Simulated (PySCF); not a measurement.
C6H5NO.
Atom-mapped SMILES: `[O:1]=[CH:2][c:3]1[cH:4][cH:5][cH:6][cH:7][n:8]1` (hydrogens: H9 on C2; H10 on C4; H11 on C5; H12 on C6; H13 on C7)

Geometry (PBE0-D3(BJ)/def2-TZVP, Å), atoms numbered from 1 in this order:
```
atom  x, y, z in Å
O1     2.870    0.990   -0.876
C2     2.187   -0.001   -0.893
C3     0.807   -0.069   -0.350
C4     0.213    1.047    0.228
C5    -1.074    0.922    0.717
C6    -1.708   -0.306    0.607
C7    -1.026   -1.360    0.012
N8     0.207   -1.253   -0.460
H9     2.540   -0.959   -1.322
H10    0.770    1.975    0.278
H11   -1.578    1.765    1.176
H12   -2.716   -0.451    0.976
H13   -1.498   -2.333   -0.088
```

Level: wB97X-D/pcSseg-2 in PySCF, non-relativistic, on one gas-phase PBE0-D3(BJ)/def2-TZVP geometry that isn't relaxed in the solvent. The solvent is an IEF-PCM continuum (cavity from Bondi-type radii × 1.2). Specific hydrogen bonds and non-electrostatic terms are outside this model.

Gas phase at wB97X-D/pcSseg-2: HOMO -9.50 eV, LUMO -0.42 eV, dipole 3.78 D.

Question: What does the continuum do to the energy, the frontier levels and the dipole at wB97X-D/pcSseg-2 in chloroform?

Answer: 
```tsv
solvent	ε	E(solvent) − E(gas) (kcal/mol)	polarisation term (kcal/mol)	distortion of the solute (kcal/mol)	HOMO (eV)	LUMO (eV)	dipole (D)
chloroform	4.711	-4.71	-5.37	0.66	-9.59	-0.40	4.68
```

Polarisation term: ½ Σ q·V over the induced surface charges. Distortion: the rise of the solute's own energy as its density leaves the gas-phase optimum.

Question: Which radius a makes the point-dipole formula ΔE = −[(ε − 1)/(2ε + 1)]·μ²/a³ give the value in chloroform, with the gas-phase dipole?

Answer: μ = 1.486 au and |ΔE| = 0.00751 Eh give a = 2.49 Å; the farthest nucleus lies 3.16 Å from the centroid of the nuclei, so such a sphere wouldn't even hold the nuclei. The formula assumes a rigid point dipole at the centre of a sphere.

Question: Give the dipole vector in the frame of the coordinates (D, pointing from negative to positive charge), gas and chloroform.

Answer: Gas (-3.51, -0.15, 1.39), solvent (-4.35, -0.13, 1.74). Its length changes by +24 % and its direction by less than 1°.

Hardware: one thread of an Arm Neoverse V1, on a shared host. Cost: 78 s wall, 1.8 GiB resident at most. This is the whole shielding run at wB97X-D/pcSseg-2 in chloroform, SCF included.

Note: wB97X-D ran without an empirical dispersion term, which enters the total energy and its gradient alone.
